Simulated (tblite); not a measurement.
C₃H₉NO₂Si₂.
Geometry (GFN2-xTB, Å), atoms numbered from 1 in this order:
```xyz
17
C3H9NO2Si2 angstrom
N      2.6349   -0.3254   -1.1479
C      2.1767    0.8046   -0.5685
O      2.7377    1.8751   -0.7042
Si     0.5794    0.6285    0.4650
C     -1.0581    1.0613   -0.4113
C     -2.1049    0.0607    0.1047
Si    -1.2061   -1.5725    0.5045
O      0.3214   -0.9864    0.6552
H      3.5015   -0.3108   -1.6649
H      2.2033   -1.2075   -0.9369
H      0.7250    1.2360    1.7855
H     -0.9424    0.9344   -1.4905
H     -1.3904    2.0867   -0.2548
H     -2.5439    0.4521    1.0246
H     -2.9244   -0.0422   -0.6062
H     -1.5656   -2.1459    1.7937
H     -1.1509   -2.5364   -0.5914
```

All values are computed: GFN2-xTB (tblite) harmonic vibrations without scaling, gas phase. Errors from tens to a few hundred cm⁻¹ against measured bands are possible. Modes of hydrogen on silicon can be 10 to 20 % off. One conformer, not necessarily the lowest.

Harmonic wavenumbers (cm⁻¹): 37.4, 65.3, 91.9, 137.9, 183.0, 276.4, 340.3, 379.5, 384.8, 436.8, 454.8, 481.9, 578.0, 592.0, 621.5, 633.6, 650.1, 674.4, 689.6, 735.4, 765.0, 773.2, 794.8, 818.6, 908.7, 1036.9, 1040.6, 1057.2, 1131.4, 1257.4, 1271.0, 1272.1, 1445.4, 1472.6, 1489.5, 1716.2, 2275.6, 2285.5, 2319.3, 2954.9, 2968.7, 2991.1, 3000.4, 3423.8, 3525.6.

A = 2950, B = 933.9, C = 794.4 MHz; mass 147.017 u (most abundant isotopes); point group C1, symmetry number 1.

Q: Zero-point energy?

A: ½Σν̃ = 26220 cm⁻¹ = 74.97 kcal/mol.

Q: What is S at 400 K and 1 bar for an ideal gas of classical rigid rotors and harmonic oscillators?

A: Translation 42.35, rotation 30.25, vibration 41.07: S = 113.7 cal/(mol K).

Q: And Cp and H(400 K) − H(0)?

A: Cp = 50.05 cal/(mol K), of which vibrations give 42.10 (their classical limit is 45 R = 89.4); H(400 K) − H(0) = 11.76 kcal/mol without the zero-point energy, 8.58 from vibrations.

Q: How do the functions run with temperature in this model?

A: 
```
 T (K)  S (cal/(mol K))  Cp (cal/(mol K))  H − H(0) (kcal/mol)  G − H(0) (kcal/mol)  ln q(vib)
   150             78.8              23.5                 2.34                -9.49       3.22
   250             93.6              35.4                 5.29               -18.12       5.83
298.15            100.3              40.7                 7.12               -22.80       7.11
   600            136.6              62.7                23.14               -58.80      15.16
   900            164.4              74.2                43.84              -104.11      22.43
```

q(vib) and H(0) count from the zero-point level.

Q: Blend soft modes into free rotors: weight 1/[1 + (100 cm⁻¹/ν̃)⁴] for the oscillator and the rest for a rotor with moment μB/(μ + B), μ = h/(8π²ν), B = 10⁻⁴⁴ kg m². What vibrational entropy results?

A: 37.45 cal/(mol K) in place of 41.07, which changes −T·S at 400 K by +1.45 kcal/mol.

Q: Which modes carry the vibrational entropy at 400 K?

A: 37.4 cm⁻¹: 5.98; 65.3 cm⁻¹: 4.87; 91.9 cm⁻¹: 4.20; 137.9 cm⁻¹: 3.40; 183.0 cm⁻¹: 2.85; 276.4 cm⁻¹: 2.08 cal/(mol K); the other 39 give 17.69 together.

Q: What must be added to the electronic energy to get the Gibbs energy at 400 K and 1 bar?

A: ZPE + [H(400 K) − H(0)] − T·S = 74.97 + 11.76 − 45.47 = 41.26 kcal/mol.

Hindered rotation and anharmonicity are outside this model. Other conformers, if any are populated, would add a mixing term that is left out. The structure is chiral; the term R ln 2 for an equal mix with its mirror image is left out.

On one thread of an Arm Neoverse N1, on a shared host, this took 1.2 s wall. This covers the Hessian and the dipole derivatives.
